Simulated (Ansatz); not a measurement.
```xyz
4

N     0.0000    0.0000    0.1313
H     1.0107    0.0000   -0.3064
H    -0.5054    0.8753   -0.3064
H    -0.5054   -0.8753   -0.3064
```

Basis set: def2-TZVP (spherical functions). Frozen core: 1 orbital. Charge 0, multiplicity 1.

Computed with Ansatz (development build ahead of 0.2.0); each method stands on the lowest determinant of its kind that the runs found. Restricted open shells among the atoms or ions are ROHF, correlated in semicanonical orbitals with singles.

The atomization energy at this shape (free ground-state atoms in the same class of orbitals less the molecule, no zero-point energy) of singlet NH3:

```tsv
method	atomization energy
RHF	8.12 eV
```

(1) What does RHF-MP2 give?

## Answers

(1) 11.75 eV. Caution: the shape is not the minimum.
